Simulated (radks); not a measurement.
Species: Au+. Configuration: [Xe] 4f14 5d10.

Calculated with a radial shooting solver on a logarithmic mesh with Libxc functionals: scalar-relativistic Kohn-Sham, SCAN, spin-unpolarised, spherical densities, finite nucleus; meta-GGA in the generalised Kohn-Sham scheme; Fermi nuclear charge, rms radius 5.4371 fm.

Energy parts (eV):
| part | energy |
|---|---|
| total | -517292.54 |
| kinetic | 578498.84 |
| electron-nucleus | -1286278.26 |
| Hartree | 200378.88 |
| exchange-correlation | -9891.99 |

Orbitals (lengths in bohr, moments of r in powers of bohr; <r^-3> diverges for s and p1/2; r(max) is where P^2 peaks):
orbital  occ.  eigenvalue (eV)  <r^-3>   r(max)
1s          2        -80848.78       -  0.01042
2s          2        -14300.47       -  0.06013
2p          6        -12362.33   25500  0.04981
3s          2        -3394.366       -   0.1694
3p          6        -2828.932    5837   0.1688
3d         10        -2223.175   723.0   0.1378
4s          2        -749.5666       -   0.3828
4p          6        -563.3193    1401   0.4027
4d         10        -338.7213   152.3   0.4104
5s          2        -118.9887       -   0.8471
4f         14         -90.4154   29.35   0.3761
5p          6         -69.8922   232.7   0.9555
5d         10         -15.4808   13.49    1.206

The highest occupied level is 5d at -15.481 eV. Summed over all electrons, <r^2> = 47.98 bohr^2, which gives a Langevin (diamagnetic) susceptibility term of -38 x 10^-6 cm^3/mol. The electron density at the nucleus is 2.301e+06 e/bohr^3 (large components only). The density falls to 0.001 e/bohr^3 at r = 3.75 bohr.
